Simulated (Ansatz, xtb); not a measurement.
**A geometry optimisation of CH5GaO2 with r2SCAN-D4/def2-SVP**

The starting geometry of this gas-phase singlet was built from a drawn formula by distance geometry; its bonds are those of `OC[O][GaH2]`.

| atom | x (Å) | y (Å) | z (Å) |
| --- | --- | --- | --- |
| C | -0.8007 | -0.8701 | 0.2512 |
| Ga | 1.1969 | -1.6107 | 1.6971 |
| O | -1.9537 | -0.2744 | -0.0965 |
| O | -0.4575 | -0.4234 | 1.5252 |
| H | -1.6556 | 0.6820 | -0.4116 |
| H | 0.0215 | -0.5624 | -0.4096 |
| H | -0.9374 | -2.0117 | 0.2765 |
| H | 2.1496 | -0.4159 | 2.3507 |
| H | 1.6113 | -2.4988 | 0.5051 |

**Question.** Predict what becomes of its bonds when it is optimised with r2SCAN-D4/def2-SVP.

**Answer.** It keeps its bonds, and is `OC[O][GaH2]`. Distances that change by over a tenth: Ga2–O4 (2.04 → 1.80 Å).

The energy falls by 1.95 eV over 19 steps:

```
step  E − E(last) (eV)
   1             1.948
   3             0.366
   5             0.161
   7             0.114
   9             0.093
  11             0.057
  13             0.028
  15             0.007
  17             0.000
  19             0.000
```

Final geometry (Å):

```yaml
atoms:
  - { symbol: C, position_ang: [-0.5860, -0.7781, -0.3178] }
  - { symbol: Ga, position_ang: [1.1573, -1.2408, 1.7441] }
  - { symbol: O, position_ang: [-1.6854, -0.7252, 0.5581] }
  - { symbol: O, position_ang: [0.5809, -0.3290, 0.2971] }
  - { symbol: H, position_ang: [-1.8383, 0.2100, 0.7575] }
  - { symbol: H, position_ang: [-0.7554, -0.1510, -1.2163] }
  - { symbol: H, position_ang: [-0.5190, -1.8386, -0.6301] }
  - { symbol: H, position_ang: [2.1524, -0.4206, 2.6091] }
  - { symbol: H, position_ang: [0.6679, -2.7121, 1.8864] }
```

From the same start GFN2-xTB ends elsewhere, differing in Ga2–O3 (2.27 against 3.12 Å here).

No frequencies were run, so the end isn't proven a minimum. Run with Ansatz 0.2.0, 31 s on 2 threads of Intel(R) Xeon(R) 6975P-C (Granite Rapids), on a shared host.
